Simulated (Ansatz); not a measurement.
Consider the ligand exchange at the Si–O bond: `[SiH3]O[Si]Br` + `N[SiH2]O[SiH3]` → `[SiH3]N[SiH2]O[SiH3]` + `O[Si]Br`.

Computed with Ansatz on PBE0-D4/def2-TZVP structures; ΔE is electronic, products minus reactants. CCSD(T)/CBS is the MP2 limit (def2-TZVPP, def2-QZVPP) plus CCSD(T) − MP2 in def2-TZVPP, frozen cores. Functionals use def2-TZVPP. B3LYP here is the variant with VWN-RPA as its local correlation; programs differ in this. For Br outer-core shells are correlated without core-valence functions, which leaves a few kJ/mol of doubt a bond. Scalar relativity is left out up to krypton. Each species was taken in one conformer, which may not be the lowest.

| level | ΔE (kJ/mol) | difference from CCSD(T)/CBS |
| --- | --- | --- |
| PBE-D4 | 35.5 | -7.1 |
| r2SCAN-D4 | 41.2 | -1.4 |
| B3LYP-D4 | 43.8 | 1.2 |
| ωB97M-V | 40.9 | -1.7 |
| r2SCAN | 42.3 | -0.3 |
| B3LYP | 47.4 | 4.8 |
| MP2/def2-TZVPP | 42.9 | 0.3 |
| HF/def2-QZVPP | 56.1 | 13.5 |
| MP2/CBS(def2) | 43.1 | 0.5 |
| CCSD/CBS(def2) | 44.3 | 1.7 |
| CCSD(T)/CBS | 42.6 | 0 |

Largest T1 diagnostic among the species: 0.012.

In def2-TZVPP, CCSD(T) changes the Hartree–Fock value by −12.6 kJ/mol (the triples alone add −1.8 kJ/mol) and MP2 by −12.1 kJ/mol. The D4 term adds −3.6 kJ/mol with B3LYP and −2.4 kJ/mol with PBE0; it sums over pairs of atoms, weighted by their polarisabilities, and B3LYP, whose exchange is more repulsive, gets the larger term.
